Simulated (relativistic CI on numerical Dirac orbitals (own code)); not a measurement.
# Crystal-field levels of Cr⁵⁺, 3d

Calculated by Dirac-Coulomb-Breit CI, KLI orbitals optimised for each configuration, model QED (radiative potential, 1s self-energy scaled to tabulated hydrogen-like ionisation energies), valence Slater integrals scaled by 0.75, one configuration in a parametric crystal field (own radial code).

Field parameters in Wybourne normalisation: Td as Oh with Dq negative (B⁴₀ = 21Dq, B⁴₄ = √(5/14) B⁴₀). The field is a parameter set, without covalency.

S is read from ⟨S²⟩ = S(S + 1).

Levels (cm⁻¹, degeneracy): 0 (4), 17092 (4), 17623 (2).

Question: Which field gives this pattern?
A. Td, 10Dq = -19350 cm⁻¹
B. Td, 10Dq = -8900 cm⁻¹
C. Td, 10Dq = -17250 cm⁻¹
D. Td, 10Dq = -11000 cm⁻¹

Answer: C. Td, 10Dq = -17250 cm⁻¹, ground level with S = 0.50.
